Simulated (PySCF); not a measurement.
ReH₃⁺ (quartet). Level of theory: UPBE in PySCF with Re def2-TZVP with ECP60, H def2-TZVP; scalar-relativistic core potentials, no spin–orbit coupling; density-fitted integrals.

Harmonic bands of its minimum:

```json
{"ω (cm⁻¹)": "259", "IR (km/mol, summed over degenerate members)": "27.3", "degeneracy": "1"}
{"ω (cm⁻¹)": "328", "IR (km/mol, summed over degenerate members)": "14.4", "degeneracy": "2"}
{"ω (cm⁻¹)": "2115", "IR (km/mol, summed over degenerate members)": "8.8", "degeneracy": "2"}
{"ω (cm⁻¹)": "2133", "IR (km/mol, summed over degenerate members)": "13.2", "degeneracy": "1"}
```

Task: The central atom is Re. Infer the point group and assign the bands.

Result: C3v. The modes span 2a1 + 2e: 259 a1, 328 e, 2115 e, 2133 a1. The computed geometry has Re–H 1.642 Å (×3); H–Re–H 97.7° (×3).

This need not be the most stable arrangement of these atoms. Other spin states or occupations of the open shell can lie lower. Spin–orbit coupling, left out here, can matter for elements this heavy.
